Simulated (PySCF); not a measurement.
Below is a simulated gas-phase C 1s photoelectron spectrum of `CO[SiH2]N(C)C`.

Every computed line was given a Gaussian of 0.8 eV full width at half maximum and an area set by the number of equivalent atoms; the highest printed point is 100. Computed, not measured: delta-SCF UKS SCAN, pcX-2 on the ionised atom, pcseg-1 elsewhere, spin-free X2C (PySCF 2.14.0).

binding energy (eV), intensity and a bar:
```
    290.3          0 
    290.4          1 
    290.5          2 
    290.6          3 #
    290.7          7 ##
    290.8         13 ####
    290.9         23 #######
    291.0         36 ###########
    291.1         52 ################
    291.2         69 #####################
    291.3         84 #########################
    291.4         95 #############################
    291.5        100 ##############################
    291.6         98 #############################
    291.7         92 ############################
    291.8         84 #########################
    291.9         75 #######################
    292.0         69 #####################
    292.1         63 ###################
    292.2         57 #################
    292.3         50 ###############
    292.4         41 ############
    292.5         32 ##########
    292.6         23 #######
    292.7         16 #####
    292.8         10 ###
    292.9          5 ##
    293.0          3 #
    293.1          1 
    293.2          1 
    293.3          0
```

Task: How many maxima does the curve show, and how many computed lines lie under it?

Result: The curve has 1 maximum (at 291.5 eV). Under it lie 2 lines from 2 inequivalent carbon sites. At this width some lines have no maximum of their own.

Task: Decompose the envelope and assign each component. Numbering: `[CH3:1][O:2][SiH2:3][N:4]([CH3:5])[CH3:6]`.

Result: 
```tsv
position (eV)	relative area	line	atoms	environment
291.47	2	C 1s	C5/C6	N-methyl carbon
292.19	1	C 1s	C1	methoxy carbon
```

Task: What are the centre and the root-mean-square width of the whole band?

Result: The area-weighted mean of the lines is 291.71 eV. Their own spread about it is 0.34 eV (rms) and each Gaussian has σ = 0.8/2.355 = 0.34 eV; the variances add, which gives 0.48 eV.

Lowest listed C 1s: C5/C6, bonded to N and 3 H. Highest, 0.72 eV above it: C1, bonded to O and 3 H. Summing the Pauling electronegativity differences to the bonded atoms, each weighted by its formal bond order, gives -0.56 for the lowest site and -0.16 for the highest.

Shake-up satellites, vibrational structure and lifetime widths aren't simulated. Topologically equivalent atoms share the value of their first member; where this conformer doesn't relate them by symmetry, their own values could differ. Isolated species at its PBE0-D3(BJ)/def2-SVP geometry (one conformer only).

On an Arm Neoverse V2 with one thread, no GPU, on a shared host, this took 76 s.

Shape of the structure used: `[CH3:1][O:2][SiH2:3][N:4]([CH3:5])[CH3:6]`: C1–O2–Si3–N4 -176°, O2–Si3–N4–C5 -84°.
